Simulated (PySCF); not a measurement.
Polarisability and C₆ of Au⁻ (gold, charge -1)

[Xe] 4f14 5d10 6s2, closed-shell 1S. Computed with PySCF 2.14 in aug-cc-pwCVTZ-PP with ECP60MDF, with scalar relativity through the core potential. Coupled (time-dependent) response in atomic units; α is the mean over directions.

| method | mean α (bohr³) | C₆ (like pair) | S(−4) |
| --- | --- | --- | --- |
| UHF | 187.3 | 2698 | 26620 |
| PBE0 | 118.6 | 1500 | 10410 |

S(−4) is the Cauchy moment in α(ω) = α(0) + S(−4) ω² + …

α(iu) at UHF:

```csv
u (hartree),α(iu) (bohr³)
0,187.3
0.0500,141.5
0.100,89.90
0.200,44.82
0.300,28.22
0.500,15.77
0.750,10.02
1.00,7.195
1.50,4.352
2.00,2.948
3.00,1.616
5.00,0.6955
```

A single London oscillator, α(iu) = α/(1 + u²/ω²), gives C₆ = (3/4) ω α². Matching the computed C₆ needs ω = 4 × 2698 / (3 × 187.3²) = 0.103 hartree.

For an ion, C₆ is the dispersion term alone; charge-induced terms of lower order in 1/R come first.

Energies and moments cover only the electrons outside the core potential. Spin-orbit coupling, which splits the p, d and f shells strongly at this Z, is absent.
